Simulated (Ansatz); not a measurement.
N,N-disilylpropan-2-amine (C₃H₁₃NSi₂), SMILES CC(C)N([SiH3])[SiH3].

Geometry optimised at B3LYP-D3(BJ)/def2-SVP. Other conformers were not sampled.

Two levels are set side by side: PBE/def2-SVPD (Ansatz, a quantum-chemistry and plane-wave program) and CAM-B3LYP/def2-SVPD (Ansatz). Energy differences of separate SCF runs at the same geometry; the states with an electron removed or added have multiplicity 2 and 2. Differences are taken from unrounded values.

```tsv
quantity	CAM-B3LYP	PBE	PBE minus CAM-B3LYP
vertical ionisation energy (eV)	8.74	8.39	-0.35
vertical singlet–triplet gap (eV)	5.87	5.07	-0.80
```
